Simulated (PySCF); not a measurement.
Electron correlation in S⁺ (sulfur, charge +1)

[Ne] 3s2 3p3, high-spin 4S determinant. Calculation: PySCF 2.14, in 6-31G* (4s3p1d, 18 functions); no relativity, point nucleus. Frozen: [Ne]; 5 electrons correlated.

MP2 pair energies summed by pair of shells (mhartree):

```csv
pair,energy,share (%)
3s-3p,-42.03,65.4
3p-3p,-14.61,22.7
3s-3s,-7.59,11.8
```

Total MP2 correlation energy: -64.24 mhartree.

Same-spin part -16.31 and opposite-spin part -47.93 mhartree; SCS-MP2 scales them by 1/3 and 6/5 to -62.96 mhartree.

| level | correlation energy (mhartree) |
| --- | --- |
| CCSD | -81.89 |
| (T) | -0.89 |
| CCSD(T) | -82.78 |

Diagnostics: T1 = 0.0039, D1 = 0.0090, largest double amplitude 0.058.

Cost of the coupled-cluster step: 0.13 s of wall time on 1 thread of Neoverse-N1 (shared host), for 5 correlated electrons.
